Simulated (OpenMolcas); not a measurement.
A run on Cu3+ with its 6 nearest chloride ions at 2.253 Å, on the Y site of Cs2NaYCl6 (a = 10.7396 Å, distance in the model lattice 2.619 Å). The rest of the host is ab initio model potentials to 7.6 Å, with orthogonalisation functions on the cations behind the ligands, and point charges beyond; the distance is set by hand and nothing relaxes. Ligand basis ANO-RCC-VDZP.

```
Program             : OpenMolcas
Method              : SS-CASPT2, IPEA 0.25 Eh, imaginary shift 0.1 Eh (closed shells correlated: 3s 3p and the ligand valence shells)
Basis               : ANO-RCC-VDZP [5s4p2d1f]
Scalar Hamiltonian  : DKH2, point nucleus
Active space        : 8 electrons in 5 orbitals (3d)
State averaging     : 2S+1 = 3 even, 10 roots; 2S+1 = 1 even, 15 roots
Spin-orbit coupling : RASSI with atomic mean-field integrals over the reference wave functions
```

First CASPT2 step and the start of its output:

```
&CASPT2
Multistate=10 1 2 3 4 5 6 7 8 9 10
NoMult
Frozen=17 18
IPEA=0.25
Imaginary=0.1
MaxIter=60
WThr=0.0 0.3 0.05
PrWF=0.5
NoMix
```

```
--- CASPT2 ---
Orbital specifications:
      -----------------------

      Symmetry species                           1   2
                                                ag  au
      Frozen orbitals                           17  18
      Inactive orbitals                         13  15
      Active orbitals                            5   0
      Secondary orbitals                        46  52
      Deleted orbitals                           0   0
      Number of basis functions                 81  85
Type of calculation                        SS-CASPT2
      Fock operator                              state-specific
      IPEA shift                                 0.25
      Real shift                                 0.00
      Imaginary shift                            0.10
      The input orbitals will be transformed to quasi-canonical
Reference energy:       -4419.5620267576
      E2 (Non-variational):      -1.6232324469
      Shift correction:          -0.0027319505
      E2 (Variational):          -1.6259643974
      Total energy:           -4421.1879911550
      Residual norm:              0.0000001600
      Reference weight:           0.64229
      Contributions to the CASPT2 correlation energy
      Active & Virtual Only:         -0.1953383888
      One Inactive Excited:          -0.3965311602
      Two Inactive Excited:          -1.0313628978
Reference energy:       -4419.5232109221
      E2 (Non-variational):      -1.5663264398
      Shift correction:          -0.3449418086
      E2 (Variational):          -1.9112682484
      Total energy:           -4421.4344791705
      Residual norm:              0.0000009073
      Reference weight:           0.09310
      Contributions to the CASPT2 correlation energy
      Active & Virtual Only:         -0.1759003185
...
```

Over all roots the printed reference weights run from 0.00 to 0.65, and roots that are degenerate in the reference spread by up to 52000 cm-1.

Question: Did the run give usable levels, and if not, why?

Answer: No. The equations converged, but the reference weight falls to 0.00 for at least one root against 0.65 for the best. A drop of that size marks an intruder state, so the energies of such roots and the levels built on them can't be trusted.
